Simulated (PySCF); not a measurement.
Ranking problems on computed properties.

All species are isolated and taken at one optimised geometry, non-relativistic unless stated; the electronic structure was computed with PySCF and density fitting.

The conformers computed, where there is a choice (atom-mapped SMILES and torsion angles):
- `[CH3:1][CH:2]([CH3:3])[C@@H:4]([CH3:5])[SiH2:6][O:7][CH:8]=[O:9]`: C1–C2–C4–C5 64°, C2–C4–Si6–O7 32°, C4–Si6–O7–C8 62°, Si6–O7–C8–O9 2°
- `[CH2:1]=[CH:2][SiH2:3][C@@H:4]([CH3:5])[CH2:6][CH3:7]`: C1–C2–Si3–C4 138°, C2–Si3–C4–C5 -169°, Si3–C4–C6–C7 -59°
- `[CH3:1][C:2]([CH3:3])([CH3:4])[C:5](=[O:6])[CH2:7][SiH2:8][OH:9]`: C1–C2–C5–O6 124°, C2–C5–C7–Si8 114°, C5–C7–Si8–O9 43°, H–O9–Si8–C7 -11°
- `[CH3:1][NH:2][SiH2:3][c:4]1[n:5][cH:6][cH:7][cH:8][n:9]1`: C1–N2–Si3–C4 176°, N2–Si3–C4–N5 -14°
- `[CH2:1]=[C:2]([CH3:3])[Si:4]([CH3:5])([CH3:6])[CH3:7]`: C1–C2–Si4–C5 142°
- `[CH3:1][O:2][C@@H:3]1[SiH2:4][C@:5]1([F:6])[CH:7]([F:8])[F:9]`: C1–O2–C3–Si4 -81°, Si4–C5–C7–F8 -20°

(1) Rank by HOMO–LUMO gap, highest first (PBE0/pcSseg-1 at GFN2-xTB geometries).
A. `C[C@H]([SiH2]C=C)CC`
B. `CC(C)[C@@H](C)[SiH2]OC=O`
C. `CC(C)(C)C(=O)C[SiH2]O`
D. `c1(ncccn1)[SiH2]NC`

(2) Rank by dipole moment, highest first (PBE0/pcSseg-1 at GFN2-xTB geometries).
A. `C=C(C)[Si](C)(C)C`
B. `C=C[SiH2][C@@H](C)CC`
C. `CC(C)[C@@H](C)[SiH2]OC=O`
D. `CC(C)(C)C(=O)C[SiH2]O`
E. `CN[SiH2]c1ncccn1`

(3) Give the two extremes of that set in atomic units.

(4) Rank by smallest rotational constant, lowest first (GFN2-xTB).
A. `C=C[SiH2][C@@H](C)CC`
B. `CN[SiH2]c1ncccn1`
C. `[Si](C(C)=C)(C)(C)C`
D. `F[C@@]1([SiH2][C@H]1OC)C(F)F`
E. `CC(C)(C)C(=O)C[SiH2]O`

(5) Rank by HOMO energy, lowest first (PBE0/pcSseg-1 at GFN2-xTB geometries).
A. `CC(C)(C)C(=O)C[SiH2]O`
B. `CN[SiH2]c1ncccn1`
C. `CC(C)[C@@H](C)[SiH2]OC=O`
D. `C=C(C)[Si](C)(C)C`
E. `CO[C@@H]1[SiH2][C@]1(F)C(F)F`

(6) By how much do the two ends of that ranking differ?

Results:

(1) B (8.14 eV), A (7.42 eV), C (6.61 eV), D (5.22 eV).

(2) D (3.48 D), E (2.45 D), C (1.78 D), B (0.61 D), A (0.30 D).

(3) `C=C(C)[Si](C)(C)C`: 0.12 au; `CC(C)(C)C(=O)C[SiH2]O`: 1.37 au.

(4) B (0.657 GHz), E (0.789 GHz), D (0.926 GHz), A (1.085 GHz), C (1.390 GHz).

(5) C (-8.18 eV), A (-7.40 eV), D (-7.27 eV), E (-7.01 eV), B (-6.44 eV).

(6) By 1.74 eV, between `CN[SiH2]c1ncccn1` and `CC(C)[C@@H](C)[SiH2]OC=O`.
